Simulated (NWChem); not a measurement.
Molecule: GaH₃S₂O; SMILES [OH][Ga]([SH])[SH]

Results from NWChem. Each level has its own optimisation; frequencies are unscaled. One conformer.

| level | r Ga–O (Å) | r H–O (Å) | r H–S (Å) | highest harmonic frequency (cm⁻¹) | lowest (cm⁻¹) | zero-point energy (kcal/mol) | dipole (D) |
|---|---|---|---|---|---|---|---|
| Hartree-Fock/STO-3G | 1.451 | 0.957 | 1.328 | 4529 | 132 | 24.6 | 2.93 |
| Hartree-Fock/3-21G | 1.689 | 0.949 | 1.352 | 4131 | 119 | 19.8 | 3.46 |
| PBE0/def2-SVP | 1.778 | 0.962 | 1.351 | 3926 | 107 | 20.2 | 2.22 |
